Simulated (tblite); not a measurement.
Here is a computed GFN2-xTB geometry (Å):
```
atom  x, y, z in Å
C1    -3.4856   -0.8957   -0.1606
C2    -2.2574   -0.9178    0.2246
C3    -1.5398    0.1499    1.0474
F4    -2.3978    1.1673    1.3916
C5    -0.3697    0.7467    0.2642
O6     0.6241   -0.2324    0.1333
C7     1.7557    0.2194   -0.5836
C8     2.7729   -0.9074   -0.6448
H9    -4.3471   -0.2762   -0.0778
H10   -1.5760   -1.7220   -0.0262
H11   -1.1774   -0.2931    1.9840
H12    0.0134    1.6235    0.8123
H13   -0.7220    1.0871   -0.7226
H14    2.1863    1.0993   -0.0802
H15    1.4552    0.5230   -1.5987
H16    3.0658   -1.1970    0.3603
H17    3.6519   -0.5836   -1.1944
H18    2.3388   -1.7708   -1.1404
```

Doublet state.

(1) Which heavy atoms are bonded, and with what formal order?

(2) Write the SMILES.

(3) Name the point group.

(4) Classify the heavy atoms.

(5) What is the arrangement about C2?

(6) What is the arrangement about O6?

Answers

(1) C1–C2 1.29 Å (double); C2–C3 1.53 Å (single); C3–F4 1.37 Å (single); C3–C5 1.53 Å (single); C5–O6 1.40 Å (single); O6–C7 1.41 Å (single); C7–C8 1.52 Å (single). Bonds to hydrogen (Å): C1–H9 1.06; C2–H10 1.08; C3–H11 1.10; C5–H12 1.10; C5–H13 1.10; C7–H14 1.10; C7–H15 1.10; C8–H16 1.09; C8–H17 1.09; C8–H18 1.09. The orders are those of one drawing; other resonance forms can be drawn.

(2) `[H]/[C]=C\[C@H](F)COCC`, C6H10FO.

(3) C1 (no symmetry element, even within 0.4 Å).

(4) C1: carbon bonded to C and H; C2: carbon bonded to 2 C and H; C3: carbon bonded to 2 C, F and H; F4: fluorine bonded to C; C5: carbon bonded to C, O and 2 H; O6: oxygen bonded to 2 C; C7: carbon bonded to C, O and 2 H; C8: carbon bonded to C and 3 H.

(5) It has 3 neighbours (C1, C3, H10) and is planar (angles 126.7°, 122.9° and 110.4°, sum 360.0°, 0.01 Å off the plane of its three neighbours).

(6) It has 2 neighbours (C5, C7) and is bent (angle 113.1°).
